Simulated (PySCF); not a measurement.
Atoms are numbered as in `[H]/[N:2]=[CH:3]/[C@@H:4]1[C@H:5]2[C@H:6]([CH3:7])[C@:8]12[C:9]#[CH:10]`; H(Xn) means a hydrogen on atom n.

Geometry: GFN2-xTB; GIAO absolute shieldings from PySCF 2.14, gas phase, non-relativistic, averaged over equivalent atoms.

At OPBE/3-21G (99 basis functions, 12 s wall time on 1 thread of an AMD EPYC 9R45, shared host):
```
 atoms  σ (ppm)
 H(N2)    21.77
 H(C3)    24.65
 H(C5)    30.71
 H(C4)    31.06
H(C10)    31.06
 H(C6)    31.26
 H(C7)    31.80
    N2    -29.5
    C3     67.3
    C9    139.1
   C10    140.6
    C4    161.4
    C6    170.7
    C5    185.3
    C7    192.5
    C8    195.7
```

Problem. Predict the values at PBE0/pcSseg-1 on the same geometry.

Solution. 
```csv
atoms,σ at PBE0/pcSseg-1,change
H(N2),20.76,-1.01
H(C3),23.78,-0.87
H(C5),29.36,-1.35
H(C4),29.97,-1.09
H(C10),29.94,-1.12
H(C6),30.55,-0.71
H(C7),30.46,-1.34
N2,-94.1,-64.6
C3,14.2,-53.1
C9,103.1,-36.0
C10,106.3,-34.3
C4,131.8,-29.6
C6,143.4,-27.3
C5,161.7,-23.6
C7,171.3,-21.2
C8,174.0,-21.7
```

The largest change is at N2 (imine nitrogen). Cost: 198 basis functions, 25 s wall time on 1 thread of an Arm Neoverse V2, shared host. The order of the carbon signals is the same at both levels.
